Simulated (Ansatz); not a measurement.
Born–Oppenheimer molecular dynamics of GaH5O (7 atoms, charge 0, multiplicity 1). It starts at the highest image of a converged band, a first-order saddle point between two minima.

Method: UKS PBE0-D4/def2-SVP (Ansatz 0.2.0).

```
ensemble                      : NVE (velocity Verlet)
time step                     : 0.5 fs
steps asked                   : 200
starting velocities drawn for : 300 K
seed                          : 10232
```

First frame:

```xyz
7
Properties=species:S:1:pos:R:3
Ga -0.221 -0.741 0.228
O -0.471 1.037 -0.554
H -0.612 -1.854 -0.786
H -0.267 -0.720 1.789
H 0.792 0.625 -0.476
H 1.436 -0.094 -0.274
H -0.658 1.747 0.073
```

(1) What does the run give?

(2) What happens to the structure?

(3) How do temperature and energy run in time?

## Answers

(1) All steps were run.

```
steps done                                               : 200
time covered                                             : 100 fs
mean temperature over the second half                    : 973 K
spread of the potential energy over the second half      : 11.4 meV per atom
mean potential energy of the second half above the start : -62.1 meV per atom
```

The conserved energy stayed within 0.08 meV per atom of its start (net change -0.061 meV per atom), so the integration is sound. The system heated up, since it started high on the potential surface and ran downhill. A run of 0.1 ps of so small a system gives no equilibrium averages. The orbitals stay closed-shell, which can raise the energy where a bond breaks towards radicals; this wasn't checked here.

(2) The step under study would form Ga1–H6, O2–H5 and break Ga1–O2, H5–H6. These pairs go: Ga1–H6 1.85 → 6.51 Å, O2–H5 1.33 → 7.86 Å, Ga1–O2 1.96 → 1.87 Å, H5–H6 0.99 → 0.76 Å. In the last frame they stand as before the step (other bonds may differ from the relaxed reactants and products). Also parted: Ga1–H5 1.84 → 6.99 Å. It ends as GaH3O + H2. Pairs count as bonded within 1.25 times the sum of covalent radii (0.12 Å more for H–H). The details hang on the random start.

(3) 
| time (fs) | T (K) | potential energy less start (eV) | conserved less start (meV/atom) |
| --- | --- | --- | --- |
| 0.0 | 300 | 0.000 | 0.00 |
| 5.0 | 241 | 0.039 | 0.05 |
| 10.0 | 367 | -0.043 | 0.04 |
| 15.0 | 707 | -0.263 | 0.01 |
| 20.0 | 1088 | -0.510 | -0.05 |
| 25.0 | 1270 | -0.627 | -0.03 |
| 30.0 | 1081 | -0.504 | 0.05 |
| 35.0 | 903 | -0.390 | -0.03 |
| 40.0 | 1009 | -0.458 | -0.01 |
| 45.0 | 1235 | -0.604 | 0.03 |
| 50.0 | 1198 | -0.581 | -0.05 |
| 55.0 | 910 | -0.394 | -0.02 |
| 60.0 | 765 | -0.300 | 0.06 |
| 65.0 | 852 | -0.357 | -0.01 |
| 70.0 | 1054 | -0.488 | -0.05 |
| 75.0 | 1165 | -0.559 | 0.03 |
| 80.0 | 1067 | -0.496 | -0.01 |
| 85.0 | 893 | -0.383 | -0.04 |
| 90.0 | 886 | -0.378 | 0.05 |
| 95.0 | 1021 | -0.466 | -0.01 |
| 100.0 | 1056 | -0.489 | -0.06 |

The run took 5.3 min on 2 threads of Arm Neoverse V1, on a shared host, peak memory 0.18 GiB.
